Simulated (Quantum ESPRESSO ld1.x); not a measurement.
Question: The mean radii <r> (bohr) of the occupied orbitals of an atom or ion are listed with their occupations. Method: Dirac Kohn-Sham, BLYP, spin-unpolarised, spherical densities, point nucleus; computed with ld1.x of Quantum ESPRESSO 7.5.

| orbital | occ. | <r> |
|---|---|---|
| 1s1/2 | 2 | 0.03263 |
| 2s1/2 | 2 | 0.1416 |
| 2p1/2 | 2 | 0.1203 |
| 2p3/2 | 4 | 0.1252 |
| 3s1/2 | 2 | 0.3905 |
| 3p1/2 | 2 | 0.3830 |
| 3p3/2 | 4 | 0.3938 |
| 3d3/2 | 4 | 0.3682 |
| 3d5/2 | 6 | 0.3717 |
| 4s1/2 | 2 | 0.9669 |
| 4p1/2 | 2 | 1.036 |
| 4p3/2 | 4 | 1.064 |
| 4d3/2 | 2 | 1.326 |
| 4d5/2 | 3 | 1.338 |
| 5s1/2 | 1 | 2.404 |

Name the element and its charge. Open shells, if any, are shared by 2j + 1.

Answer: Z = 45, rhodium, charge +3: Rh3+ in [Kr] 4d5 5s1. The 1s radius gives Z: for a bare nucleus <r> = (2 gamma + 1)/(2Z) with gamma = sqrt(1 - (Z/c)^2), 0.0321 bohr for Z = 45, and screening makes it slightly larger (0.03263 here). The occupations add up to 42, and the charge is Z minus that.
